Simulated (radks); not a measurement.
Results of a calculation; reference values are marked as such.
Initial-state core-level shifts of the cadmium ion Cd2+ when its valence configuration changes from [Kr] 4d10. Code: a radial shooting solver on a logarithmic mesh with Libxc functionals. Model: scalar-relativistic Kohn-Sham, PBEsol, spin-polarised, spherical densities, point nucleus; open shells are filled with parallel spins first (spin-orbit coupling, left out, can overturn this in heavy ions). Shifts are changes of the shell-averaged eigenvalues in eV (positive: less bound).

valence,1s,3s,3d,4s
4d9 5p1,-7.143,-7.298,-7.332,-6.692
4d8.5 5p1.5,-10.766,-10.999,-11.055,-10.013
4d9 5s0.5 5p0.5,-6.436,-6.595,-6.631,-5.984
4d9.5 5s0.5,-2.828,-2.910,-2.928,-2.623
4d8 5p2,-14.429,-14.742,-14.821,-13.319
4d9 5s1,-5.723,-5.885,-5.923,-5.269
4d8 5s2,-11.878,-12.181,-12.267,-10.767
4d7.5 5p2.5,-18.137,-18.528,-18.635,-16.611
4d8 5s0.5 5p1.5,-13.761,-14.075,-14.156,-12.654
